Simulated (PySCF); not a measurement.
# Broadened absorption spectrum of C5H9NOSi

Compound: C5H9NOSi.
InChI=1S/C5H9NOSi/c1-2-8(7)5-3-4-6-8/h1,6-7H,3-5H2/t8-/m1/s1

Method: TDDFT wB97X-D/def2-SVPD, vertical, gas phase, core orbitals frozen in the response in PySCF. Isolated species at its GFN2-xTB geometry (one conformer only).

Broadening: Gaussians 0.4 eV wide at half height, area fixed by f = 4.319×10⁻⁹ ∫ε dν̃. The width is an assumption, not a result. The curve ends short of the highest state used, and states not computed would add to its high-energy end.

(E (eV), ε (L mol⁻¹ cm⁻¹)): (5.60, 0), (5.64, 1), (5.69, 3), (5.73, 5), (5.77, 11), (5.82, 24), (5.86, 45), (5.90, 78), (5.95, 149), (5.99, 238), (6.03, 365), (6.08, 587), (6.12, 815), (6.16, 1082), (6.21, 1447), (6.25, 1734), (6.29, 1988), (6.34, 2220), (6.38, 2316), (6.42, 2330), (6.47, 2246), (6.51, 2121), (6.55, 1969), (6.60, 1776), (6.64, 1645), (6.68, 1553), (6.73, 1526), (6.77, 1595), (6.81, 1759), (6.86, 2102), (6.90, 2474), (6.95, 3012), (6.99, 3449), (7.03, 3839), (7.08, 4191), (7.12, 4322)

Problem. Locate the maxima and give the states behind the curve.

Solution. 194 nm (6.41 eV), ε about 2300, made up of S2 (74%) and S4 (15%) (ε in L mol⁻¹ cm⁻¹; maxima over ε = 5, shares over 10%). At its high-energy end, 7.12 eV, the curve is still rising (ε about 4300, from S5 and S6). The states used: S1 6.20 eV (f 0.0025); S2 6.37 eV (f 0.026); S3 6.42 eV (f 0.0027); S4 6.64 eV (f 0.013); S5 7.03 eV (f 0.033); S6 7.21 eV (f 0.040); S7 7.64 eV (f 0.040); S8 7.72 eV (f 0.010).

Problem. What would ε be at 6.41 eV, the highest of these maxima, with half the width (0.2 eV)?

Solution. About 3530 L mol⁻¹ cm⁻¹ against 2330, a factor of about 1.5; a lone state at its own centre would give exactly 2.

Problem. Coming from long wavelengths, where does ε first pass 100 L mol⁻¹ cm⁻¹?

Solution. At about 209 nm (5.92 eV), 0.28 eV below S1.

Problem. Does any computed singlet lie in the visible range?

Solution. No computed singlet lies in the visible range (380 to 750 nm); the lowest, at 200 nm, stands 2.94 eV above its violet end (3.26 eV).
